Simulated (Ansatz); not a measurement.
Program: Ansatz. Geometries: PBE0-D4/def2-TZVP. ΔE: electronic, gas phase. CCSD(T)/CBS is the MP2 limit (def2-TZVPP, def2-QZVPP) plus CCSD(T) − MP2 in def2-TZVPP, frozen cores. This one scheme is used for every species. Functionals use def2-TZVPP. B3LYP here is the variant with VWN-RPA as its local correlation; programs differ in this. Elements past krypton have def2 core potentials. For I outer-core shells are correlated without core-valence functions, which leaves a few kJ/mol of doubt a bond. Each species was taken in one conformer, which may not be the lowest.

`CBS` + `C=CI` → `C=C(I)BC` + H₂S  (formal exchange of groups at a B–S bond)

`CBS`:

```xyz
8

C     1.019   -0.132    0.397
B    -0.497   -0.089    0.042
S    -1.040    0.787   -1.412
H     1.352   -1.174    0.459
H     1.172    0.280    1.402
H     1.673    0.399   -0.297
H    -1.319   -0.630    0.721
H    -2.359    0.559   -1.312
```

`C=CI`:

```xyz
6

C     0.048    0.559    0.536
C    -0.130   -0.513   -0.212
I     0.439   -0.635   -2.207
H     0.509    1.465    0.162
H    -0.276    0.549    1.572
H    -0.589   -1.424    0.149
```

`C=C(I)BC`:

Z-matrix (Å, degrees):
```
C
B 1 1.548
H 1 1.102 2 105.8
H 1 1.092 2 113.4 3 115.3
H 1 1.092 2 114.6 3 -116.7
C 2 1.548 1 125.7 3 93.6
H 2 1.202 1 120.5 3 -83.9
I 6 2.108 2 120.1 1 -0.6
C 6 1.334 2 121.7 1 179.0
H 9 1.085 6 124.1 2 -179.0
H 9 1.087 6 118.5 2 0.9
```

H₂S:

Cartesian coordinates in Å:
```
S 0.602 0.050 -0.136
H -0.527 0.239 -0.835
H -0.075 -0.288 0.971
```

| level | ΔE (kcal/mol) | difference from CCSD(T)/CBS |
| --- | --- | --- |
| PBE-D4 | 15.6 | 1.4 |
| r2SCAN-D4 | 15.7 | 1.5 |
| PBE0-D4 | 15.4 | 1.2 |
| B3LYP-D4 | 14.5 | 0.3 |
| ωB97X-V | 15.1 | 0.9 |
| ωB97M-V | 14.7 | 0.5 |
| B2PLYP | 15.6 | 1.4 |
| PBE | 16.7 | 2.5 |
| r2SCAN | 16.0 | 1.8 |
| PBE0 | 16.4 | 2.2 |
| B3LYP | 16.2 | 2.0 |
| HF/def2-TZVPP | 15.3 | 1.1 |
| MP2/def2-TZVPP | 14.4 | 0.2 |
| SCS-MP2/def2-TZVPP | 14.6 | 0.4 |
| CCSD/def2-TZVPP | 14.7 | 0.5 |
| CCSD(T)/def2-TZVPP | 14.6 | 0.4 |
| HF/def2-QZVPP | 15.1 | 0.9 |
| MP2/def2-QZVPP | 14.2 | 0.0 |
| SCS-MP2/def2-QZVPP | 14.3 | 0.1 |
| HF/CBS(def2) | 15.1 | 0.9 |
| MP2/CBS(def2) | 14.1 | -0.1 |
| CCSD/CBS(def2) | 14.4 | 0.2 |
| CCSD(T)/CBS | 14.2 | 0 |

Largest T1 diagnostic among the species: 0.013.

The D4 term adds −1.7 kcal/mol with B3LYP and −1.0 kcal/mol with PBE0; it sums over pairs of atoms, weighted by their polarisabilities, and B3LYP, whose exchange is more repulsive, gets the larger term.
